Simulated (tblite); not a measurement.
Isomers of C7H9ClO. Level: GFN2-xTB in tblite, geometry and Hessian alike; calculated harmonic values, unscaled, isolated species. Against measured fundamentals such values can be off by several per cent, at times by over 20. One conformer each.

Electronic energies: GFN2-xTB at the same geometries; isomer energies are rough at this level and their order can be wrong.

| SMILES | electronic energy, lowest = 0 (kcal/mol) |
| --- | --- |
| CCCc1occc1Cl | 0.0 |
| C=C[C@@H]1C[C@@]1(C)C(=O)Cl | 28.7 |
| C=C[C@@]1(C)C[C@@H]1C(=O)Cl | 28.2 |

Problem. How do GFN2-xTB zero-point energies change the relative energies?

Solution. 
```json
{"SMILES": "CCCc1occc1Cl", "ZPE (kcal/mol)": "89.8", "of it from modes above 1550 cm⁻¹": "41.5", "electronic (kcal/mol)": "0.0", "with ZPE, lowest = 0 (kcal/mol)": "0.0", "lowest mode (cm⁻¹)": "30", "rings": "1"}
{"SMILES": "C=C[C@@]1(C)C[C@@H]1C(=O)Cl", "ZPE (kcal/mol)": "88.1", "of it from modes above 1550 cm⁻¹": "44.6", "electronic (kcal/mol)": "28.2", "with ZPE, lowest = 0 (kcal/mol)": "26.5", "lowest mode (cm⁻¹)": "46", "rings": "1"}
{"SMILES": "C=C[C@@H]1C[C@@]1(C)C(=O)Cl", "ZPE (kcal/mol)": "88.0", "of it from modes above 1550 cm⁻¹": "44.6", "electronic (kcal/mol)": "28.7", "with ZPE, lowest = 0 (kcal/mol)": "26.9", "lowest mode (cm⁻¹)": "37", "rings": "1"}
```

The zero-point energies span 1.8 kcal/mol, from `C=C[C@@H]1C[C@@]1(C)C(=O)Cl` to `CCCc1occc1Cl`. The order is unchanged.

Problem. What do entropy and thermal enthalpy add at 298.15 K and 1 bar (rigid rotor, harmonic oscillator, one conformer each)?

Solution. 
| SMILES | point group | symmetry number | S (cal/(mol K)) | H − H(0) (kcal/mol) | ZPE + H − H(0) − TS (kcal/mol) |
| --- | --- | --- | --- | --- | --- |
| CCCc1occc1Cl | C1 | 1 | 96.3 | 6.36 | 67.4 |
| C=C[C@@]1(C)C[C@@H]1C(=O)Cl | C1 | 1 | 97.6 | 6.71 | 65.7 |
| C=C[C@@H]1C[C@@]1(C)C(=O)Cl | C1 | 1 | 98.6 | 6.78 | 65.4 |
